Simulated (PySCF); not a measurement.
System: C₃H₁₀O₂Si, charge 0, multiplicity 1. SMILES: CO[SiH2]CCO
Structure (B3LYP-D3(BJ)/def2-TZVP (Ansatz) minimum search):
```xyz
16

C      3.2394    -0.3270    -0.0872
O      1.8970    -0.1228    -0.4929
Si     0.6174    -0.1495     0.5441
C     -0.9148     0.1704    -0.4770
C     -2.2053     0.1823     0.3187
O     -3.2848     0.4357    -0.5812
H      3.5571     0.4325     0.6347
H      3.3733    -1.3162     0.3628
H      3.8752    -0.2566    -0.9695
H      0.5426    -1.4675     1.2321
H      0.7902     0.8872     1.5983
H     -0.7949     1.1302    -0.9876
H     -0.9763    -0.5951    -1.2559
H     -2.1670     0.9589     1.0931
H     -2.3500    -0.7819     0.8224
H     -4.1083     0.4447    -0.0820
```

Dispersion corrections to the total energy (kcal/mol) from the dftd3 and dftd4 libraries through PySCF: D3(BJ) without and D4 with the three-body term, each with the damping fitted for the functional named.

```json
[
 {"functional": "B2PLYP", "D3(BJ)": "-5.84", "D4": "-4.90"},
 {"functional": "B2GP-PLYP", "D3(BJ)": "-4.57", "D4": "(withheld)"},
 {"functional": "BLYP", "D3(BJ)": "-15.39", "D4": "-15.43"},
 {"functional": "CAM-B3LYP", "D3(BJ)": "(withheld)", "D4": "-5.94"},
 {"functional": "BP86", "D3(BJ)": "-11.50", "D4": "-9.25"},
 {"functional": "BHLYP", "D3(BJ)": "-9.80", "D4": "(withheld)"},
 {"functional": "B3LYP", "D3(BJ)": "-12.58", "D4": "-11.14"}
]
```

### Question
Fill in the missing entries.

### Answer

- B2GP-PLYP, D4: -2.96
- CAM-B3LYP, D3(BJ): -5.72
- BHLYP, D4: -8.07
